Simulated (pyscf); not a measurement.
Structures and frequencies: ωB97X-D3(BJ)/def2-SVP in PySCF. Correlated levels are frozen-core, on RHF or UHF. ΔMP2 is the change of the MP2 total energy from the triple- to the quadruple-zeta basis.

What is the homolytic dissociation enthalpy (298 K, CCSD(T)/def2-TZVPP + ΔMP2(QZVPP)) of the B–P bond of `[BH2][PH][SiH3]`, to BH₂• + H₃Si–PH•?

B–P to BH₂• + H₃Si–PH•: 90.1 kcal/mol. The radicals are drawn with the spin at the cut bond; how far it spreads was not checked. Other isomers of H₃Si–PH• were not searched in full and may lie lower. The CCSD(T) − MP2 part came from Ansatz, without density fitting, on the same reference.
